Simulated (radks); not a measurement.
Spherical jellium clusters: N electrons in a uniform positive sphere of charge N and radius rs N^(1/3), rs = 4.11 bohr. Method: non-relativistic Kohn-Sham, PBE, spin-polarised, spherical densities; computed with a radial shooting solver with Libxc functionals. Levels are named by radial order and angular momentum (1s, 1p, 1d, 2s, ...), and open shells are averaged over m.

N = 3, configuration 1s2 1p(up 1, down 0). This is the lowest configuration that the search found. Occupied and some empty levels:

level,occupation,eigenvalue (eV),<r> (bohr)
1s up,1,-3.8894,4.497
1s down,1,-3.5610,4.257
1p up,1,-2.1614,5.861
1p down,0,-1.6604,5.896
1d up,0,-0.44630,8.425

Energy (eV): total -4.57408, kinetic 5.0241, external -47.147, Hartree 22.661, exchange-correlation -9.9018, background 24.789.

Electron density:

r (bohr),n(r) (e/bohr^3)
0.476,0.005373
1.01,0.005273
1.54,0.005091
2.07,0.004818
2.60,0.004445
3.13,0.003974
3.66,0.003423
4.19,0.002823
4.72,0.002219
5.25,0.001654
5.78,0.001168
6.31,0.0007851
6.84,0.0005078
7.37,0.0003208
7.90,0.0001998
8.43,0.0001236
8.96,0.00007609
9.49,0.00004684
10.0,0.00002885
10.6,0.00001776
